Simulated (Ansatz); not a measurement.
Pulling on the Ga1–Cl4 bond in ClGaH2 (SMILES [Cl][GaH2]) (multiplicity 1 held, fragments rigid). Energies count from the point at 2.166 Å.
Geometry at that point (charge 0, multiplicity 1):
| atom | x (Å) | y (Å) | z (Å) |
|---|---|---|---|
| Ga | -0.0029 | -0.2319 | -0.6712 |
| H | -1.4091 | -0.3118 | -1.3346 |
| H | 1.3979 | -0.5822 | -1.2533 |
| Cl | 0.0059 | 0.4754 | 1.3761 |

Active spaces are followed from a long bond inwards.

Cores are frozen in the correlated methods. Filled d and f shells under p-block atoms count as core.

Run with Ansatz (Gaussian orbitals). 

**Question.** What energy at R = 6.931 Å does FIC-MRCISD on CASSCF(6,4)/def2-SVP give?

**Answer.** 102.9 kcal/mol

**Question.** Give the energy at R = 6.931 Å at the level FIC-MRCISD+Q on CASSCF(6,4)/def2-SVP.

**Answer.** 103.9 kcal/mol

Doubts at one or more of the structures used: active orbitals that take no part (FIC-MRCISD on CASSCF(6,4)/def2-SVP, FIC-MRCISD+Q on CASSCF(6,4)/def2-SVP).

Ansatz is a quantum-chemistry and plane-wave program.
